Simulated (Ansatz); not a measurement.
Compare A (`B[SiH2][AsH]C`) with its isomer B (`[SiH3]CB[AsH2]`).

Program: Ansatz. Geometries: PBE0-D4/def2-TZVP. ΔE: electronic, gas phase. CCSD(T)/CBS is the MP2 limit (def2-TZVPP, def2-QZVPP) plus CCSD(T) − MP2 in def2-TZVPP, frozen cores. DFT in def2-TZVPP. B3LYP here is the variant with VWN-RPA as its local correlation; programs differ in this. For As outer-core shells are correlated without core-valence functions, which leaves a few kJ/mol of doubt a bond. Scalar relativity is left out up to krypton. Each species was taken in one conformer, which may not be the lowest.

(1) Which isomer does CCSD(T)/CBS put lower? Give the gap. (Best estimate.)

(2) Give E(B) − E(A) in kJ/mol with CCSD/def2-TZVPP, B3LYP-D4, B2PLYP, PBE0-D4, PBE-D4, CCSD(T)/def2-TZVPP, ωB97M-V. (Best estimate.)

Largest T1 diagnostic: 0.013.

Answers

(1) The calculation gave: B, by 65.2 kJ/mol.

(2) The calculation gave: CCSD/def2-TZVPP -64.6, B3LYP-D4 -60.9, B2PLYP -64.4, PBE0-D4 -61.3, PBE-D4 -57.9, CCSD(T)/def2-TZVPP -64.8, ωB97M-V -69.0. None reverses the order clearly.

From PBE to PBE0 (25 % exact exchange), in def2-TZVPP and without D4, E(B) − E(A) moves by −3.4 kJ/mol.
